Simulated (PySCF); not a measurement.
# Si³⁺ (silicon, charge +3) across methods

[Ne] 3s1, 2S determinant. Computed with PySCF 2.14 in dyall-av2z (13s9p2d, 50 functions), with the non-relativistic Hamiltonian (point nucleus).

```tsv
method	E (hartree)	mean ε 2p α (eV)	mean ε 2p β (eV)	mean ε 3s α (eV)	Σ⟨r²⟩ (bohr²)	⟨S²⟩
wB97X-V	-287.2053	-139.31	-139.06	-43.848	6.884	0.750
B3LYP	-287.2620	-136.63	-136.35	-41.465	6.834	0.750
PBE0	-287.1243	-137.53	-137.20	-41.533	6.859	0.750
UHF	-286.81506	-152.29	-151.90	-44.659	6.905	0.750
PW91	-287.2207	-132.39	-132.07	-40.429	6.855	0.750
LDA	-286.0789	-132.24	-131.95	-40.441	6.847	0.750
PBE	-287.0956	-132.17	-131.85	-40.333	6.858	0.750
r2SCAN	-287.2231	-134.12	-133.84	-40.596	6.853	0.750
BP86	-287.2615	-132.30	-132.01	-40.450	6.835	0.750
```
